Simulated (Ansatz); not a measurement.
The cluster Ga3H6⁺. Charge 1, multiplicity 3. Geometry PBE0-D4/def2-SVP, that of the charge +1 singlet.

```xyz
9

Ga   -1.3499   -0.2286   -0.6157
Ga    1.2319    0.0438   -0.5962
Ga   -0.6853    0.1688    1.6998
H     2.6041    0.0911   -1.2882
H    -0.5171    0.4018    3.2248
H     0.1278   -1.2764   -0.7159
H    -2.3660   -0.4905   -1.7402
H     1.0680    0.2597    1.0699
H    -0.1134    1.0303   -1.0384
```

At PBE0-D4/def2-TZVP a singlet of charge 1 lies 3.65 eV below the triplet at the same geometry. The structure comes from a short search, and lower isomers may exist.

Task: Estimate the α-spin orbital energies around the gap (eV) in Ansatz with PBE-D4/def2-TZVP, r2SCAN-D4/def2-TZVP, PBE0-D4/def2-TZVP.

Result: 
```tsv
orbital	PBE-D4/def2-TZVP	r2SCAN-D4/def2-TZVP	PBE0-D4/def2-TZVP
HOMO−5	-15.88	-16.30	-17.29
HOMO−4	-13.92	-14.27	-15.16
HOMO−3	-13.56	-13.97	-14.89
HOMO−2	-13.30	-13.64	-14.52
HOMO−1	-12.61	-13.06	-13.80
HOMO	-8.29	-8.58	-9.13
LUMO	-7.30	-7.15	-6.47
LUMO+1	-7.20	-7.03	-6.34
LUMO+2	-6.91	-6.76	-6.18
LUMO+3	-5.31	-5.06	-4.49
LUMO+4	-5.19	-4.87	-4.33
LUMO+5	-4.58	-4.25	-3.80
β HOMO	-13.01	-13.29	-14.09
β LUMO	-11.55	-11.40	-10.85
```
